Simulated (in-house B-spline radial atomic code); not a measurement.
Values are calculated unless marked as measured or tabulated.
# Softness against transferability: the 4p channel of In

In, [Kr] 4d10 5s2 5p1, non-relativistic PBE, spherical and spin-unpolarised, from an all-electron radial atomic-structure program (B-spline basis) (atomic units). The all-electron 4p level is ε = -2.799157 hartree, its outermost node lies just inside 0.43 bohr and its outer maximum at 0.83 bohr.

Troullier-Martins pseudo-orbitals are made for several radii. The cutoffs (hartree) are the plane-wave energies beyond which the orbital holds less than the named kinetic energy per electron. The phase error is the difference, pseudo minus all-electron, of arctan(R P'/P) at R = 1.47 bohr for all radii, half a hartree below and above the level.

| r_c (bohr) | V_l(0) (hartree) | cutoff for 10 mEh | for 1 mEh | for 0.1 mEh | phase error at ε − 0.5 (mrad) | at ε + 0.5 (mrad) |
| --- | --- | --- | --- | --- | --- | --- |
| 0.62 | -122.80 | 339 | > 450 | > 450 | -11.9 | -2.1 |
| 0.72 | -40.04 | 105 | 199 | 415 | -4.0 | -0.6 |
| 0.83 | -5.70 | 40.1 | 89.8 | 161 | -2.3 | -0.3 |
| 0.94 | -0.99 | 41.2 | 83.5 | 107 | -2.2 | -0.3 |
| 1.05 | -3.30 | 38 | 74.9 | 96.3 | -2.7 | -0.4 |
| 1.17 | -6.01 | 32.3 | 45.7 | 79.9 | -5.1 | -0.7 |

Question: Which radius needs the lowest cutoff for 1 mEh while both phase errors stay within 4.1 mrad?

Answer: The radii within that limit are 0.72, 0.83, 0.94, 1.05 bohr; of these r_c = 1.05 needs the least, 74.9 hartree, that is 150 Ry or 2038 eV.
